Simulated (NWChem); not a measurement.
System: CF$_{3}$, doublet; SMILES F[C](F)F

Results from NWChem. Pople sets run with spherical d functions. Spin-unrestricted. In the optimisation the excess spin sits in a (C3, its own frame). The geometry was optimised at PBE0/def2-SVP, spin-unrestricted. No stability test was run on the SCF state. Level: PBE/6-31G* with COSMO at NWChem's default radii, gas-phase geometry; rows give the dielectric constant. Reactions with the solvent are ignored.

```csv
dielectric constant,electrostatic solvation energy (kcal/mol),dipole in solution (D)
1.5,-0.1,0.04
4.8,-0.2,0.04
11.7,-0.3,0.05
25.0,-0.3,0.05
78.4,-0.3,0.05
```
